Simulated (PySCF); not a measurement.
Species: C4HClFN.
Numbering: `[N:1]#[C:2][C:3]1=[C:4]([Cl:5])[C@@H:6]1[F:7]`

Geometry (GFN2-xTB, Å), atoms numbered from 1 in this order:
```
atom  x, y, z in Å
N1     0.561   -0.829   -2.821
C2     0.348   -0.575   -1.721
C3     0.103   -0.254   -0.404
C4    -0.319   -0.565    0.812
Cl5   -0.947   -1.684    1.868
C6     0.106    0.839    0.634
F7    -0.855    1.810    0.558
H8     1.012    1.266    1.049
```

NICS is the negative of the GIAO shielding at a point without a nucleus: at the ring centre (0) and 1 Å above and below it (1); zz is the component along the ring normal. Level: GIAO PBE0/pcSseg-1 (PySCF, non-relativistic, gas phase) on the GFN2-xTB geometry, one conformer.

Ring bond lengths (Å), with Mayer bond orders in brackets: C3–C4 1.324 (1.37), C4–C6 1.478 (0.94), C6–C3 1.507 (0.83).

Task: Give the NICS values of each ring in ppm.

Result: 
```csv
ring,type,NICS(0),"NICS(1), two faces","NICS(1)zz, two faces",rms pucker (Å),"centre to ring atoms, mean (Å)"
C3–C4–C6,"3-membered carbocycle; formal bonds 1 double, 2 single",-29.7,-10.1 / -6.6,-18.8 / -9.8,0.00,0.83
```

Task: What can be read from them?

Result: 
- C3–C4–C6: mean NICS(1)zz -14.3 ppm, shielded. C6 has four or more neighbours; no verdict on aromaticity is drawn. The two faces differ by 9.0 ppm, so no symmetry operation interchanges them. NICS(0) lies 21 ppm below the mean NICS(1).

Task: At the second NICS(1) probe listed for ring C3–C4–C6, 1 Å off the ring, what do the in-plane components average?

Result: The isotropic value is a third of the trace: (3 × -6.6 − (-9.8))/2 = -5.0 ppm.

Task: List the ring angles and the Hirshfeld charges of the ring atoms.

Result: 
- C3–C4–C6: C3 62.6° (+0.004 e), C4 64.8° (+0.024 e), C6 52.6° (+0.057 e); sum 180.0° against 180° for a flat convex ring.

Task: What are the shieldings of the ring atoms and their hydrogens in the same run (means over atoms taken as equivalent)?

Result: 
| atoms | environment | σ isotropic (ppm) | principal values of the symmetric part, first atom (ppm) |
| --- | --- | --- | --- |
| C3 | fully substituted alkene carbon | 77.8 | -29.3, 82.2, 180.4 |
| C4 | vinylic C–Cl carbon | 37.6 | -80.6, 57.0, 136.4 |
| C6 | sp3 C–F carbon | 112.1 | 66.1, 71.9, 198.4 |
| H8 | methine hydrogen | 26.54 | 21.7, 25.9, 32.0 |
